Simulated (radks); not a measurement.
The mean radii <r> (bohr) of the occupied orbitals of an atom or ion are listed with their occupations. All-electron calculation, scalar-relativistic Kohn-Sham, PBE, spin-polarised, spherical densities, point nucleus. Program: a radial shooting solver on a logarithmic mesh with Libxc functionals.

| orbital | occ. | <r> |
|---|---|---|
| 1s up | 1 | 0.02971 |
| 1s down | 1 | 0.02971 |
| 2s up | 1 | 0.1285 |
| 2s down | 1 | 0.1285 |
| 2p up | 3 | 0.1122 |
| 2p down | 3 | 0.1122 |
| 3s up | 1 | 0.3486 |
| 3s down | 1 | 0.3486 |
| 3p up | 3 | 0.3471 |
| 3p down | 3 | 0.3471 |
| 3d up | 5 | 0.3244 |
| 3d down | 5 | 0.3243 |
| 4s up | 1 | 0.8480 |
| 4s down | 1 | 0.8480 |
| 4p up | 3 | 0.9220 |
| 4p down | 3 | 0.9217 |
| 4d up | 5 | 1.185 |
| 4d down | 5 | 1.180 |
| 5s up | 1 | 2.619 |
| 5s down | 1 | 2.599 |
| 5p up | 1 | 3.704 |

Name the element and its charge. Open shells, if any, are filled with parallel spins first.

Answer. Z = 49, indium, charge 0: In in [Kr] 4d10 5s2 5p1. The 1s radius gives Z: for a bare nucleus <r> = (2 gamma + 1)/(2Z) with gamma = sqrt(1 - (Z/c)^2), 0.02926 bohr for Z = 49, and screening makes it slightly larger (0.02971 here). The occupations add up to 49, and the charge is Z minus that.
